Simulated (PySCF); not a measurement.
## Nb(3+): ionisation energy

Nb(3+) [Kr] 4d2 [4d3/2^2, M_J = 2] → Nb(4+) [Kr] 4d1 [4d3/2^1, M_J = 3/2], as a difference of total energies. All numbers are calculated (PySCF 2.14, the two-component X2C-1e Hamiltonian, in x2c-QZVPPall-2c (13s12p9d3f2g, 133 functions)). Correlated levels: [Ar] 3d10 frozen; the 32 highest virtual spinors dropped. "Screened" scales the spin-orbit matrix elements by Boettger's factors to mimic the two-electron term; Breit and QED terms are absent.

```tsv
method	ionisation energy (eV)	error (eV)
GHF (spin-free)	36.690	-0.921
GMP2 (spin-free)	37.429	-0.182
GHF (screened spin-orbit)	36.700	-0.911
GMP2 (screened spin-orbit)	37.421	-0.190
```

Reference: 37.611 ± 0.022 eV (measured; NIST Atomic Spectra Database, ionization energies).

The spin-free rows relax to the high-spin LS determinant and lack the spin-orbit shift.

The labels give the starting determinants; with spin-orbit coupling the two ends relaxed to ⟨J²⟩ = 7.21, ⟨L²⟩ = 11.91, ⟨S²⟩ = 1.97 and ⟨J²⟩ = 3.79, ⟨L²⟩ = 6.02, ⟨S²⟩ = 0.76.

The determinant of Nb(3+) mixes levels of different J (the jj label is only the starting occupation), so the difference between spin-free and spin-orbit rows is not the physical spin-orbit shift.
